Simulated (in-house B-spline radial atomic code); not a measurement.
## PBE hybrid excitations of Sn4+

Method: PBE hybrid with 0.5 exact exchange. Computed with an all-electron radial atomic-structure program (B-spline basis): linear response of the closed shell [Kr] 4d10 with the functional's adiabatic kernel; scalar-relativistic (spin-free one-electron X2C), finite nucleus, no spin-orbit coupling, no double excitations, S, P, D and F terms only; shells from n = 2 respond. Only terms of natural parity with L up to 3 were computed.

Command:
```bash
python run_td.py task.json out
```
Settings (radii: box in bohr, nucleus in fm):
```
Z                        50
electrons                46
configuration            [Kr] 4d10
hamiltonian              x2c
method                   pbeh
box_radius               19.1
exact_exchange_fraction  0.5
rms_radius               4.6519
intervals                71
```

Run time, properties included: 5.2 s on 1 thread of Arm Neoverse N1, on a shared host.

The lowest states, in the order of their Tamm-Dancoff energies; the method's threshold (minus the highest occupied level) is 73.18 eV. Labels give the largest channel, * marks a mixed state, and oscillator strengths are full-response dipole values. Semilocal kernels can invert the small singlet-triplet splittings of Rydberg terms. Energies in eV:

```
     state  full response  Tamm-Dancoff  oscillator strength
4d → 5s 3D         22.796        22.822                    -
4d → 5s 1D              ?             ?                    -
4d → 5p 3P          32.60         32.63                    -
4d → 5p 3F          33.01         33.03                    -
4d → 5p 1F          33.45         33.45                    -
4d → 5p 1P          34.22         34.30                0.909
4d → 5d 3S          46.00         46.03                    -
4d → 5d 3D          46.89         46.90                    -
4d → 5d 1D          47.27         47.28                    -
4d → 6s 3D              ?             ?                    -
```

Task: Where does 4d → 5s 1D lie?

Result: At 23.604 eV in full response, 23.617 eV in Tamm-Dancoff.

Task: Where does 4d → 6s 3D lie?

Result: At 49.40 eV in full response, 49.41 eV in Tamm-Dancoff.

Task: How large is the singlet-triplet splitting of 4d → 5s (D terms) in Tamm-Dancoff?

Result: 0.795 eV, from the unrounded values.

Task: What polarisabilities and dispersion coefficient does the method give?

Result: Dipole 2.315 bohr³, quadrupole 4.776 bohr⁵, C6 8.944 hartree·bohr⁶ for two such species.
